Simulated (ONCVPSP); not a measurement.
## Before and after: ONCV potential for B

boron (B), optimised norm-conserving Vanderbilt (ONCV), made with ONCVPSP 4.0.1 (PBE, non-relativistic). Core [He], reference 2s2 2p1. Waves: 2s: rc 1.50 bohr, ncon 4, nbas 8, qcut 3.8 1/bohr, 1 projector; 2p: rc 2.15 bohr, ncon 4, nbas 9, qcut 6.8 1/bohr, 1 projector; d scattering state at 0.17 Ha: rc 2.10 bohr, ncon 4, nbas 9, qcut 4.8 1/bohr, 2 projectors, debl 3.3 Ha. Local part: polynomial inside 1.30 bohr (lpopt 2, dvloc0 0 Ha). Core correction: polynomial model core, fcfact 0.5.

All-electron outer shells of the reference configuration (PBE, non-relativistic, ld1.x):

```
shell  level (eV)  outermost node (bohr)  outermost maximum (bohr)
   1s     -180.54                      –                      0.21
   2s       -9.44                   0.46                      1.52
   2p       -3.61                      –                      1.57
```

Change: all radii but the core radius scaled by about 1.24 (s 1.86, p 2.66, d 2.60 bohr); local potential polynomial inside 1.60 bohr (lpopt 2, dvloc0 0 Ha).

Cutoffs: the cutoffs (Ha) at which the residual kinetic energy of the hardest occupied pseudo-wave falls to 1 and 0.1 mHa per electron; they do not see the model core or the augmentation charge, which bear on the density cutoff. Errors are all-electron minus pseudo energies relative to the spin-unpolarised reference configuration.

**Question.** What does the change do?

**Answer.** The potential gets softer (18 Ha and 69 Ha → 10 Ha and 37 Ha); of the 4 tests that both files solve, the error grows in 4 and shrinks in 0 by more than 15 % and 0.3 meV (median size 17.3 → 36.3 meV); neither file shows a bound ghost. A larger radius leaves more room for a smooth pseudo-wave, so fewer plane waves are needed. More of the atom is replaced by a form fitted at one configuration, so other configurations suffer.

| quantity | base | changed |
| --- | --- | --- |
| cutoff, loose | 18 Ha | 10 Ha |
| cutoff, tight | 69 Ha | 37 Ha |
| loose cutoff by channel | s 18 Ha, p 12 Ha | s 6.6 Ha, p 10 Ha |
| bound ghosts | none | none |
| GHOST(+) flags under 300 eV | none | none |
| error for 2s2 2p0, meV [ΔE 8.22 eV] | +28 | +48 |
| error for 2s1 2p0, meV [ΔE 33.64 eV] | +82 | +112 |
| error for 2s2 2p0.5, meV [ΔE 2.89 eV] | +3.7 | +6.3 |
| error for 2s0 2p3, meV [ΔE 11.71 eV] | +6.2 | -25 |
| rms error of d²Exc/dni dnj with the model core, mHa | 1.43 | 1.75 |
